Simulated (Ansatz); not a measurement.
`B[SiH](F)[SiH2]N` + `N=CBO` → `BBC=N` + `N[SiH2][SiH](O)F`  (redistribution)

Calculated with Ansatz (gas phase, PBE0-D4/def2-TZVP geometries, no zero-point term in ΔE). CCSD(T)/CBS is the MP2 limit (def2-TZVPP, def2-QZVPP) plus CCSD(T) − MP2 in def2-TZVPP, frozen cores. Functionals use def2-TZVPP. B3LYP here is the variant with VWN-RPA as its local correlation; programs differ in this. Each species was taken in one conformer, which may not be the lowest.

```
           species  B3LYP energy (Eh)
`B[SiH](F)[SiH2]N`         -762.83682
           `N=CBO`         -195.45210
           `BBC=N`         -145.54941
`N[SiH2][SiH](O)F`         -812.72556
```

Question: Work out ΔE.

Answer: ΔE = (-145.54941) + (-812.72556) − (-762.83682) − (-195.45210) = 0.01395 Eh = +8.8 kcal/mol. CCSD(T)/CBS gives +9.6 kcal/mol.

Largest T1 diagnostic among the species: 0.015.

In def2-TZVPP, CCSD(T) changes the Hartree–Fock value by +2.3 kcal/mol (the triples alone add +0.4 kcal/mol) and MP2 by +1.5 kcal/mol.
